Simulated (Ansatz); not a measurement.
`CC=C(C)C` + `O[SiH](F)[TeH]` → `C[Te][SiH](O)F` + isobutene  (substitution at a C–C bond)

Calculated with Ansatz (gas phase, PBE0-D4/def2-TZVP geometries, no zero-point term in ΔE). CCSD(T)/CBS is the MP2 limit (def2-TZVPP, def2-QZVPP) plus CCSD(T) − MP2 in def2-TZVPP, frozen cores. This one scheme is used for every species. Functionals use def2-TZVPP. Elements past krypton have def2 core potentials. For Te outer-core shells are correlated without core-valence functions, which leaves a few kJ/mol of doubt a bond. Each species was taken in one conformer, which may not be the lowest.

`CC=C(C)C`:

Z-matrix (Å, degrees):
```
C
C 1 1.491
H 1 1.090 2 113.1
H 1 1.095 2 110.8 3 121.0
H 1 1.095 2 110.8 3 -121.0
C 2 1.333 1 128.2 3 -0.2
H 2 1.089 1 114.9 3 179.8
C 6 1.496 2 124.8 1 0.0
C 6 1.497 2 120.8 1 -180.0
H 8 1.095 6 110.4 2 121.3
H 8 1.095 6 110.4 2 -121.4
H 8 1.089 6 113.4 2 -0.0
H 9 1.096 6 111.0 2 120.9
H 9 1.091 6 111.8 2 -0.1
H 9 1.096 6 111.0 2 -121.0
```

`O[SiH](F)[TeH]`:

Z-matrix (Å, degrees):
```
Si
F 1 1.594
Te 1 2.490 2 106.9
O 1 1.628 2 112.0 3 119.9
H 1 1.473 2 107.4 3 -124.2
H 3 1.656 1 90.4 2 -28.0
H 4 0.959 1 118.2 2 -70.1
```

`C[Te][SiH](O)F`:

Z-matrix (Å, degrees):
```
C
Te 1 2.154
H 1 1.088 2 106.5
H 1 1.087 2 109.7 3 -119.1
H 1 1.086 2 109.2 3 119.2
Si 2 2.473 1 93.7 3 171.7
F 6 1.592 2 111.6 1 59.0
O 6 1.636 2 112.1 1 -56.8
H 6 1.480 2 108.7 1 177.7
H 8 0.959 6 116.7 2 -40.3
```

`C=C(C)C`:

```xyz
12

C    -0.380   -1.440    0.410
C    -0.053   -0.201    0.057
C    -1.081    0.815   -0.328
C     1.367    0.268    0.020
H     0.376   -2.167    0.688
H    -1.414   -1.767    0.434
H    -1.027    1.691    0.327
H    -2.092    0.409   -0.277
H    -0.906    1.177   -1.347
H     1.513    1.118    0.695
H     2.063   -0.522    0.305
H     1.634    0.619   -0.983
```

```tsv
level	ΔE (kJ/mol)
PBE-D4	4.2
r2SCAN-D4	3.6
ωB97X-V	5.4
B2PLYP	1.9
MP2/def2-TZVPP	-0.3
SCS-MP2/def2-TZVPP	-0.6
CCSD/def2-TZVPP	3.8
MP2/def2-QZVPP	-3.2
```

**Question.** What does CCSD(T)/CBS give? (An estimate is asked.)

**Answer.** Computed: -2.0 kJ/mol. The listed levels differ from it by 6.2, 5.6, 7.4, 3.9, 1.7, 1.4, 5.8, -1.2 kJ/mol.

Largest T1 diagnostic among the species: 0.012.
